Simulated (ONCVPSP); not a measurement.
# Before and after: ONCV potential for arsenic (As)

arsenic, optimised norm-conserving Vanderbilt (ONCV), made with ONCVPSP 4.0.1 (LDA (Perdew-Zunger), fully relativistic). Core [Ne], reference 3s2 3p6 3d10 4s2 4p2.5 (charge +0.5). Waves: 3s+4s: rc 1.00 bohr, ncon 4, nbas 8, qcut 11.6 1/bohr, 2 projectors; 3p+4p: rc 0.90 bohr, ncon 4, nbas 7, qcut 14 1/bohr, 2 projectors; 3d: rc 1.25 bohr, ncon 4, nbas 8, qcut 11.1 1/bohr, 2 projectors, debl 3.2 Ha. Local part: polynomial inside 0.75 bohr (lpopt 5, dvloc0 0 Ha). Core correction: none.

Open shells are filled in proportion to 2j + 1.

Change: scalar-relativistic.

Cutoffs: the cutoffs (Ha) at which the residual kinetic energy of the hardest occupied pseudo-wave falls to 1 and 0.1 mHa per electron; they do not see the model core or the augmentation charge, which bear on the density cutoff. Errors are all-electron minus pseudo energies relative to the spin-unpolarised reference configuration.

Predict the effect on cutoff, ghosts and configuration errors.

The potential gets neither clearly harder nor softer (69 Ha and 126 Ha → 67 Ha and 123 Ha); of the 4 tests that both files solve, the error grows in 4 and shrinks in 0 by more than 15 % and 0.3 meV (median size 0.6 → 4.4 meV); neither file shows a bound ghost.

```csv
quantity,base,changed
"cutoff, loose",69 Ha,67 Ha
"cutoff, tight",126 Ha,123 Ha
loose cutoff by channel,"s 50 Ha, p 69 Ha, d 58 Ha","s 50 Ha, p 67 Ha, d 58 Ha"
bound ghosts,none,none
GHOST(+) flags under 300 eV,none,none
"largest miss of a reference level, eV",0.01,0.07
"error for 3s2 3p6 3d10 4s2 4p3, meV [ΔE -3.64 eV]",-0.5,+3.8
"error for 3s2 3p6 3d10 4s2 4p2, meV [ΔE 5.69 eV]",+0.7,-5.0
"error for 3s2 3p6 3d10 4s2 4p1, meV [ΔE 23.86 → 23.85 eV]",+2.3,-19
"error for 3s2 3p6 3d10 4s1 4p3, meV [ΔE 15.85 eV]",-0.5,+2.6
s: phases at 1.02 bohr within 0.05 rad from the reference energy up to (Ha; the scan ends near 5),to the end of the scan,to the end of the scan
```
